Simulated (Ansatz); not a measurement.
Two spin states of BeB+, each at its own minimum; 2S+1 = 1, 3 were tried, and our sources give no spin for the ground state.

```json
[
 {"level": "PBE/def2-TZVPP", "energy of the multiplicity-3 state above the multiplicity-1 state (kcal/mol)": "10.07"},
 {"level": "PBE0/def2-TZVPP", "energy of the multiplicity-3 state above the multiplicity-1 state (kcal/mol)": "8.25"},
 {"level": "wB97X-V/def2-TZVPP", "energy of the multiplicity-3 state above the multiplicity-1 state (kcal/mol)": "13.60"},
 {"level": "CCSD/def2-TZVPP", "energy of the multiplicity-3 state above the multiplicity-1 state (kcal/mol)": "22.59"},
 {"level": "CCSD(T)/def2-TZVPP", "energy of the multiplicity-3 state above the multiplicity-1 state (kcal/mol)": "23.53"}
]
```

The rows run from 8.25 (PBE0/def2-TZVPP) to 23.53 kcal/mol (CCSD(T)/def2-TZVPP). The 3 functionals in def2-TZVPP without D3 or D4 span 5.35, from PBE0 to wB97X-V.

Each state is the lowest solution found for its spin in def2 and cc sets. The singlet is a restricted closed-shell determinant, which can mix singlet states where a π or δ shell is part-filled.

Correlated levels freeze the inner cores; with def2 sets outer-core shells near the valence are correlated too.

Doubts at one or more of the structures used: a restricted determinant that unrestricted orbitals would lower (CCSD/def2-TZVPP, CCSD(T)/def2-TZVPP).

Codes used: Ansatz (a first-principles code).
